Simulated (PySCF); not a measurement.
**Bonding in `CC(C)N1BC=CC=C1`**

Compound: C7H12BN.
Numbering: `[CH3:1][CH:2]([CH3:3])[N:4]1[BH:5][CH:6]=[CH:7][CH:8]=[CH:9]1` (hydrogens: H10, H11, H12 on C1; H13 on C2; H14, H15, H16 on C3; H17 on B5; H18 on C6; H19 on C7; H20 on C8; H21 on C9)

Structure used (PBE0-D3(BJ)/def2-SVP), in Å, numbered top down from 1:
```
atom  x, y, z in Å
C1    -2.0462   -0.9860    0.4590
C2    -1.2802   -0.0572   -0.4741
C3    -1.8207    1.3668   -0.4589
N4     0.1678   -0.0886   -0.2071
B5     1.0969   -0.5383   -1.2115
C6     2.5602   -0.5254   -0.8300
C7     2.9115   -0.0934    0.4276
C8     1.9287    0.3351    1.3561
C9     0.6028    0.3246    1.0136
H10   -2.0108   -0.6412    1.5042
H11   -3.1045   -1.0323    0.1620
H12   -1.6322   -2.0044    0.4210
H13   -1.3788   -0.4482   -1.4967
H14   -1.7598    1.8166    0.5446
H15   -2.8782    1.3755   -0.7624
H16   -1.2560    2.0053   -1.1538
H17    0.6385   -0.8903   -2.2743
H18    3.3545   -0.8456   -1.5108
H19    3.9607   -0.0688    0.7445
H20    2.2127    0.6781    2.3522
H21   -0.1572    0.6550    1.7262
```

Bond orders from the PBE0/pcSseg-1 density (PySCF). The structure is a single PBE0-D3(BJ)/def2-SVP conformer in the gas phase; no vibrational or solvent corrections.

**Question.** How far do the computed orders between heavy atoms stray from the drawn ones?

**Answer.** The largest departure is 0.380, at C8–C9 (drawn double, 1.620). Drawn single, order above 1.12: B5–C6 (1.144), C7–C8 (1.289) and C9–N4 (1.166). Drawn double or triple, more than 0.30 short of the drawn order: C6–C7 (1.644) and C8–C9 (1.620).

**Question.** Give the Mayer order of every bond, beside its length.

**Answer.** 
```json
{"bond": "C1–C2", "drawn as": "single", "length (Å)": "1.523", "Mayer order": "1.038"}
{"bond": "C2–C3", "drawn as": "single", "length (Å)": "1.523", "Mayer order": "1.036"}
{"bond": "C2–N4", "drawn as": "single", "length (Å)": "1.473", "Mayer order": "0.903"}
{"bond": "N4–B5", "drawn as": "single", "length (Å)": "1.440", "Mayer order": "1.099"}
{"bond": "B5–C6", "drawn as": "single", "length (Å)": "1.512", "Mayer order": "1.144"}
{"bond": "C6–C7", "drawn as": "double", "length (Å)": "1.375", "Mayer order": "1.644"}
{"bond": "C7–C8", "drawn as": "single", "length (Å)": "1.418", "Mayer order": "1.289"}
{"bond": "C8–C9", "drawn as": "double", "length (Å)": "1.369", "Mayer order": "1.620"}
{"bond": "C9–N4", "drawn as": "single", "length (Å)": "1.360", "Mayer order": "1.166"}
{"bond": "C1–H10", "drawn as": "single", "length (Å)": "1.101", "Mayer order": "0.954"}
{"bond": "C1–H11", "drawn as": "single", "length (Å)": "1.100", "Mayer order": "0.960"}
{"bond": "C1–H12", "drawn as": "single", "length (Å)": "1.100", "Mayer order": "0.962"}
{"bond": "C2–H13", "drawn as": "single", "length (Å)": "1.099", "Mayer order": "0.937"}
{"bond": "C3–H14", "drawn as": "single", "length (Å)": "1.101", "Mayer order": "0.955"}
{"bond": "C3–H15", "drawn as": "single", "length (Å)": "1.100", "Mayer order": "0.960"}
{"bond": "C3–H16", "drawn as": "single", "length (Å)": "1.100", "Mayer order": "0.962"}
{"bond": "B5–H17", "drawn as": "single", "length (Å)": "1.210", "Mayer order": "0.977"}
{"bond": "C6–H18", "drawn as": "single", "length (Å)": "1.094", "Mayer order": "0.957"}
{"bond": "C7–H19", "drawn as": "single", "length (Å)": "1.096", "Mayer order": "0.965"}
{"bond": "C8–H20", "drawn as": "single", "length (Å)": "1.091", "Mayer order": "0.962"}
{"bond": "C9–H21", "drawn as": "single", "length (Å)": "1.093", "Mayer order": "0.939"}
```

Bonds between the same two heavy elements. C–C: lowest C2–C3 and C1–C2 (1.036, 1.523 Å), highest C6–C7 (1.644, 1.375 Å); in 1 of the 10 pairs the longer bond (by over 0.003 Å) has the higher order (by 0.02 or more). C–N: lowest C2–N4 (0.903, 1.473 Å), highest C9–N4 (1.166, 1.360 Å). Bonds named together lie within 0.004.

**Question.** Sum the orders of all bonds at each heavy atom with more than one neighbour and set the sums beside the valence in the SMILES.

**Answer.** C1 3.914 (drawn 4), C2 3.914 (drawn 4), C3 3.913 (drawn 4), N4 3.168 (drawn 3), B5 3.220 (drawn 3), C6 3.745 (drawn 4), C7 3.898 (drawn 4), C8 3.871 (drawn 4), C9 3.725 (drawn 4). Orders between atoms that aren't bonded are not in these sums.

Mayer orders depend on the basis set.
